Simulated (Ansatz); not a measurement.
Geometry optimisation, RHF/cc-pVDZ in Ansatz.

The input (input.yaml):

```yaml
crystal:
  periodic: [false, false, false]
  atoms:
    - { symbol: B, position_ang: [0.0, 0.0, 0.0] }
    - { symbol: H, position_ang: [0.0, 0.0, 1.54] }
    - { symbol: O, position_ang: [1.2211, 0.0, -0.705] }
    - { symbol: H, position_ang: [1.5209, -0.9519, -0.8599] }
    - { symbol: "N", position_ang: [-1.3423, 0.0, -0.775] }
    - { symbol: H, position_ang: [-2.0112, -0.8164, -0.6764] }
    - { symbol: H, position_ang: [-1.5914, 0.8164, -1.4036] }
    - { symbol: Cl, position_ang: [-0.2702, 2.0319, 0.6811] }
    - { symbol: H, position_ang: [-0.1156, 0.8691, 1.6586] }
basis:
  gaussian: { orbitals: cc-pVDZ }
hamiltonian:
  xc: hf
relax:
  f_tol: 0.15
  max_steps: 25
  restrain:
    - { distance: [0, 7], at: 1.86, k: 30.0 }
    - { distance: [8, 1], at: 0.66, k: 30.0 }
    - { distance: [0, 1], at: 2.39, k: 30.0 }
    - { distance: [8, 7], at: 2.57, k: 30.0 }
```

Command:

```bash
$ ansatz run input.yaml --threads 1 --pin off --max-ram 2048MiB --backend cpu --events-out ev --progress --plain --runs-dir out
```

Problem. Where does it end, and by what steps?

Solution. The run converged. The restraints hold the end off the free minimum. After 12 steps the energy has fallen by 5.008 eV (the restraints' own energy left out); H7 moved furthest, 0.84 Å. Parted: Cl8–H9 (1.53 → 2.58 Å).

| step | energy less start (eV) | largest force component (eV/Å) | accepted |
| --- | --- | --- | --- |
| 0 | 0.0000 | 3.718 | yes |
| 1 | -1.5514 | 4.370 | yes |
| 2 | -2.8405 | 4.592 | yes |
| 3 | -3.9332 | 1.809 | yes |
| 4 | -4.4372 | 2.187 | yes |
| 5 | -4.7617 | 1.449 | yes |
| 6 | -4.9396 | 1.508 | yes |
| 7 | -4.9978 | 1.558 | yes |
| 8 | -5.0003 | 1.591 | yes |
| 9 | -5.0278 | 0.888 | no |
| 10 | -5.0052 | 1.574 | yes |
| 11 | -5.0097 | 1.473 | yes |
| 12 | -5.0075 | 1.566 | yes |

```xyz
9
Properties=species:S:1:pos:R:3
B 0.007 0.546 -0.455
H -0.190 -0.093 1.853
O 1.185 -0.111 -0.512
H 1.123 -1.001 -0.822
N -1.239 0.037 -0.825
H -1.384 -0.904 -1.125
H -2.071 0.583 -0.760
Cl 0.089 2.297 0.088
H -0.109 0.593 2.016
```

Run time: 22 s on 1 thread of Arm Neoverse V2, on a shared host, peak memory 0.15 GiB.
